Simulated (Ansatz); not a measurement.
Reaction (formal exchange of groups at a B–C bond): `CB(C)N` + `[SiH3]Cl` → `CB(N)[SiH2]Cl` + CH₄

Program: Ansatz. Geometries: PBE0-D4/def2-TZVP. ΔE: electronic, gas phase. CCSD(T)/CBS adds triple-zeta CCSD(T) − MP2 to the extrapolated MP2 energy (def2 sets, frozen cores). This one scheme is used for every species. Each species was taken in one conformer, which may not be the lowest.

```
        species  CCSD(T)/def2-TZVPP energy (Eh)
       `CB(C)N`                      -160.40431
     `[SiH3]Cl`                      -750.61951
`CB(N)[SiH2]Cl`                      -870.58212
            CH₄                       -40.43861
```

Task: Work out ΔE.

Result: ΔE = (-870.58212) + (-40.43861) − (-160.40431) − (-750.61951) = 0.00309 Eh = +1.9 kcal/mol. CCSD(T)/CBS gives +1.8 kcal/mol.

Largest T1 diagnostic among the species: 0.011.

The D4 term adds −1.3 kcal/mol with B3LYP and −0.8 kcal/mol with PBE0; it sums over pairs of atoms, weighted by their polarisabilities, and B3LYP, whose exchange is more repulsive, gets the larger term. From PBE to PBE0 (25 % exact exchange), in def2-TZVPP and without D4, ΔE moves by +1.1 kcal/mol. In def2-TZVPP, CCSD(T) changes the Hartree–Fock value by −2.9 kcal/mol (the triples alone add −0.6 kcal/mol) and MP2 by −2.3 kcal/mol.

B3LYP here is the variant with VWN-RPA as its local correlation; programs differ in this.
